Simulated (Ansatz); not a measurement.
System: sum formula YOF (charge 0, singlet). SMILES: [O]=[Y][F]
Structure (B3LYP-D3(BJ)/def2-TZVP (Ansatz, a program for electronic structure) minimum search):
```
Y
O 1 1.8249
F 1 2.0403 2 114.77
```
Charge 0, spin multiplicity 1.

Property: vertical ionisation energy (to the doublet state of charge +1; each state is the SCF solution reached for its spin), in eV. Valence correlation only, unless marked. UHF or UKS for open shells. No spin-orbit coupling. The frozen core is the preceding noble-gas configuration, with the filled d and f shells of earlier blocks. Past Kr the def2 sets carry scalar-relativistic core potentials. CBS(X,Y): correlation extrapolated as X^-3; Hartree-Fock from the larger set. [CCSD(T)-MP2]/basis is that difference in the basis named.

```csv
level,program,vertical ionisation energy (eV)
HF/def2-SVPD,Ansatz,7.05
HF/def2-TZVPPD,Ansatz,6.88
SVWN5/def2-TZVPD,Ansatz,9.53
PBE/def2-TZVPD,Ansatz,9.14
r2SCAN/def2-TZVPD,Ansatz,8.92
B3LYP/def2-TZVPD,Ansatz,9.09
PBE0/def2-TZVPD,Ansatz,8.95
```

Problem. Predict the RI-MP2/CBS(def2-TZVPPD,def2-QZVPPD)+[CCSD(T)-MP2]/def2-TZVPPD result (Ansatz).

Solution. 8.99 eV, so PBE0/def2-TZVPD differs from it by -0.04 eV.
